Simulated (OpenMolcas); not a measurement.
## Sm4+: effect of the IPEA shift

| Item | Value |
| --- | --- |
| Program | OpenMolcas |
| Basis | ANO-RCC-VTZP [8s7p5d3f2g1h] |
| Scalar Hamiltonian | DKH2, point nucleus |
| Active space | 4 electrons in 7 orbitals (4f) |
| State averaging | 2S+1 = 5 even, 35 roots; 2S+1 = 3 even, 210 roots (159 in the spin-orbit step); 2S+1 = 1 even, 196 roots (105 in the spin-orbit step) |
| Spin-orbit coupling | state interaction with AMFI integrals over the reference wave functions, term energies averaged over their components |

Methods on the same reference wave functions:
A. CASSCF
B. MS-CASPT2, IPEA 0 Eh, imaginary shift 0.1 Eh (closed shells correlated: 5s 5p)
C. MS-CASPT2, IPEA 0.25 Eh, imaginary shift 0.1 Eh (closed shells correlated: 5s 5p)

Energies in cm⁻¹ above 4f⁴ ⁵I₄.

```json
{"Level": "4f⁴ ⁵I₄", "A": "0.0", "B": "0.0", "C": "0.0"}
{"Level": "4f⁴ ⁵I₅", "A": "2009", "B": "2050", "C": "2040"}
{"Level": "4f⁴ ⁵I₆", "A": "4218", "B": "4280", "C": "4270"}
{"Level": "4f⁴ ⁵I₇", "A": "6555", "B": "6610", "C": "6600"}
{"Level": "4f⁴ ⁵I₈", "A": "8970", "B": "8980", "C": "8990"}
{"Level": "4f⁴ ⁵F₁", "A": "18647", "B": "16030", "C": "16220"}
{"Level": "4f⁴ ⁵F₂", "A": "19271", "B": "16610", "C": "16810"}
{"Level": "4f⁴ ⁵F₃", "A": "20428", "B": "17800", "C": "17990"}
{"Level": "4f⁴ ⁵S₂", "A": "21407", "B": "18770", "C": "19600"}
{"Level": "4f⁴ ⁵F₄", "A": "21701", "B": "19030", "C": "19240"}
{"Level": "4f⁴ ³K₆(1)", "A": "22827", "B": "20890", "C": "21380"}
{"Level": "4f⁴ ⁵F₅", "A": "23490", "B": "20850", "C": "21050"}
{"Level": "4f⁴ ³K₇(1)", "A": "24607", "B": "22710", "C": "23170"}
{"Level": "4f⁴ ³H₄(1) [53 %]", "A": "25817", "B": "22570", "C": "22980"}
{"Level": "4f⁴ ³K₈(1) [73 %]", "A": "26758", "B": "24900", "C": "25330"}
{"Level": "4f⁴ ⁵G₂", "A": "27288", "B": "23720", "C": "23930"}
{"Level": "4f⁴ ⁵G₃ [60 %]", "A": "27461", "B": "23970", "C": "24250"}
{"Level": "4f⁴ ³H₅(1) [55 %]", "A": "28979", "B": "25730", "C": "26130"}
{"Level": "4f⁴ ⁵G₄ [72 %]", "A": "30178", "B": "26790", "C": "27050"}
{"Level": "4f⁴ ³G₃(1) [61 %]", "A": "31086", "B": "27560", "C": "27920"}
{"Level": "4f⁴ ³L₇", "A": "31967", "B": "30060", "C": "30420"}
{"Level": "4f⁴ ³D₂ [58 %]", "A": "32403", "B": "28470", "C": "28960"}
{"Level": "4f⁴ ⁵G₅ [69 %]", "A": "32603", "B": "29230", "C": "29500"}
{"Level": "4f⁴ ³L₈ [69 %]", "A": "33629", "B": "31720", "C": "32070"}
```

Between B and C the level of the table that moves most is 4f⁴ ⁵S₂, by 830 cm-1 (lowest in B, highest in C). Moves below CASPT2's spread within the term are not significant.

From A to B the spin-free energies of the other terms of 4f⁴ shown, above ⁵I, scale by factors of 0.84 to 0.93, as is usual when dynamic correlation screens the repulsion within a d or f shell.

The lowest spin-free term lies below A's lowest term by 0.319 hartree in B, 0.313 hartree in C.

Term energies are means over components that CASPT2 splits; among the terms shown or strongly mixed into the levels shown the widest spread is 730 cm-1 (4f⁴ ⁵I, B). High states are left out of the spin-orbit mixing, which shifts the levels that they would mix with. Without dynamic correlation excited terms often stand tens of per cent too high (terms of higher spin than the ground term too low), and those without a measured partner can miss by more than the paired ones (holds for A). Blocks of more than 70 roots (2S+1 = 3 even, 1 even) ran without multistate coupling (holds for B; C). The CASPT2 spread within a term exceeds the gap to the next term for 4f⁴ ³H(1) and 4f⁴ ⁵G, so the order of their levels is uncertain, and so are names and mixing where such terms share a J (holds for B; C). Levels of configurations outside the active space are missing. Levels that lie high or do not pair safely by name in every column are left out.

A share in square brackets marks a mixed level and gives the weight of the term that names it, the lowest over the columns. A number in round brackets counts repeated terms of one configuration in the order of the reference energies.
